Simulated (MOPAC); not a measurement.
MOPAC input (MNDO):

```
MNDO PRECISE GNORM=0.05 LET XYZ UHF MS=0.5 GEO-OK AUX(PRECISION=9) THREADS=1
ClTe

Te   -0.00000000 1   -0.00000000 1   -0.57649326 1
Cl    0.00000000 1    0.00000000 1    1.76339116 1
```

Output:

```
 *******************************************************************************
 **                                                                           **
 **                              MOPAC v23.2.5                                **
 **                                                                           **
 *******************************************************************************
 ** MOPAC's Digital Object Identifier: https://doi.org/10.5281/zenodo.6511958 **
 **                                                                           **
 ** Please cite the open-source release paper for use of this MOPAC version:  **
 ** J. E. Moussa and J. J. P. Stewart (2026)                                  **
 ** MOPAC: An open-source semiempirical molecular orbital program             **
 ** J. Open Source Softw., 11(119), 8025, https://doi.org/10.21105/joss.08025 **
 *******************************************************************************

                              MNDO CALCULATION RESULTS

 *******************************************************************************
 *  MNDO       - The MNDO Hamiltonian to be used
 *  GEO-OK     - OVERRIDE INTERATOMIC DISTANCE AND OTHER SAFETY CHECKS
 *  UHF        - UNRESTRICTED HARTREE-FOCK CALCULATION
 *  MS=        - IN MECI, MAGNETIC COMPONENT OF SPIN =  0.5
 *  LET        - OVERRIDE SOME SAFETY CHECKS
 *  PRECISE    - TIGHTER CRITERIA TO BE USED
 *  XYZ        - CARTESIAN COORDINATE SYSTEM TO BE USED
 *  GNORM      - EXIT WHEN GRADIENT NORM DROPS BELOW 0.050
 *  AUX        - OUTPUT AUXILIARY INFORMATION
 *******************************************************************************
MNDO PRECISE GNORM=0.05 LET XYZ UHF MS=0.5 GEO-OK AUX(PRECISION=9) THREADS=1
 ClTe

   ATOM   CHEMICAL          X               Y               Z
  NUMBER   SYMBOL      (ANGSTROMS)     (ANGSTROMS)     (ANGSTROMS)

     1      Te         -0.00000000  *  -0.00000000  *  -0.57649326  *
     2      Cl          0.00000000  *   0.00000000  *   1.76339116  *

          CARTESIAN COORDINATES

    NO.       ATOM           X           Y           Z

     1        Te         -0.0000     -0.0000     -0.5765
     2        Cl          0.0000      0.0000      1.7634

 Cl: (MNDO): M.J.S.DEWAR, H.S.RZEPA, J. COMP. CHEM., 4, 158, (1983)
 Te: (MNDO): J. J. P. STEWART, J. MOL. MOD., 10, 155-164 (2004)

           Empirical Formula: Te Cl  =     2 atoms

      MOLECULAR POINT GROUP   :   C*v

          UHF CALCULATION, NO. OF ALPHA ELECTRONS =    7
                           NO. OF BETA  ELECTRONS =    6

          Geometry optimization using EF

          DIAGONAL MATRIX USED AS START HESSIAN

 CYCLE:     1  GRAD.:    17.934 HEAT:  1.734861
 CYCLE:     2  GRAD.:    31.547 HEAT:  2.459034
 CYCLE:     3  GRAD.:     1.773 HEAT:  1.477854
 CYCLE:     4  GRAD.:     0.198 HEAT:  1.475169
 CYCLE:     5  GRAD.:     0.002 HEAT:  1.475135

     GRADIENT =  0.00177 IS LESS THAN CUTOFF =  0.05000

 -------------------------------------------------------------------------------
 MNDO PRECISE GNORM=0.05 LET XYZ UHF MS=0.5 GEO-OK AUX(PRECISION=9) THREADS=1
 ClTe

     GEOMETRY OPTIMISED USING EIGENVECTOR FOLLOWING (EF).
     SCF FIELD WAS ACHIEVED

                              MNDO CALCULATION
                                                       MOPAC v23.2.5 Linux

          FINAL HEAT OF FORMATION =          1.47514 KCAL/MOL =       6.17197 KJ/MOL

          COSMO AREA              =         96.10 SQUARE ANGSTROMS
          COSMO VOLUME            =         82.60 CUBIC ANGSTROMS

          GRADIENT NORM           =          0.00177          =       0.00125 PER ATOM
          IONIZATION POTENTIAL    =          9.181473 EV
          ALPHA SOMO LUMO (EV)    =         -9.522 -3.959
          BETA  SOMO LUMO (EV)    =         -9.181 -4.528
          NO. OF ALPHA ELECTRONS  =          7
          NO. OF BETA  ELECTRONS  =          6
          MOLECULAR WEIGHT        =        163.0530         POINT GROUP:  C*v

          MOLECULAR DIMENSIONS (Angstroms)

            Atom       Atom       Distance
           Cl     2   Te     1     2.38152
           Cl     2   Te     1     0.00000
           Te     1   Cl     2     0.00000

          SCF CALCULATIONS        =          6

   ATOM   CHEMICAL          X               Y               Z
  NUMBER   SYMBOL      (ANGSTROMS)     (ANGSTROMS)     (ANGSTROMS)

     1      Te          0.00000000  *   0.00000000  *  -0.59730865  *
     2      Cl         -0.00000000  *  -0.00000000  *   1.78420655  *

                             CARTESIAN COORDINATES

   1   Te        0.000000000     0.000000000    -0.597308645
   2   Cl       -0.000000000    -0.000000000     1.784206545

           Empirical Formula: Te Cl  =     2 atoms

      MOLECULAR POINT GROUP   :   C*v

          ALPHA EIGENVALUES
 -37.96155 -25.34382 -14.27856 -13.89412 -13.67720 -10.16139  -9.52206  -3.95862

           BETA EIGENVALUES
 -37.39664 -25.24263 -14.33370 -13.61866 -13.18909  -9.18147  -4.52781  -3.77862

              NET ATOMIC CHARGES AND DIPOLE CONTRIBUTIONS

  ATOM NO.   TYPE          CHARGE      No. of ELECS.   s-Pop       p-Pop
    1         Te           0.188239        5.8118     1.99441     3.81735
    2         Cl          -0.188239        7.1882     1.98271     5.20553
 DIPOLE           X         Y         Z       TOTAL
 POINT-CHG.     0.000     0.000    -2.153     2.153
 HYBRID         0.000    -0.000     0.147     0.147
 SUM            0.000    -0.000    -2.006     2.006

          ATOMIC ORBITAL ELECTRON POPULATIONS

     Atom    s        px        py        pz
    1 Te   1.99441   2.00000   1.09293   0.72442
    2 Cl   1.98271   2.00000   1.90707   1.29846

                    (SZ)    =    0.500000
                    (S**2)  =    0.753404

          ATOMIC ORBITAL SPIN POPULATIONS

    Atom   Total    s     px     py     pz
         Atomic
    1 Te  0.9613 -0.000  0.000  0.907  0.055
    2 Cl  0.0387  0.001  0.000  0.093 -0.055

 **********************
 *                    *
 * JOB ENDED NORMALLY *
 *                    *
 **********************

 == MOPAC DONE ==
```
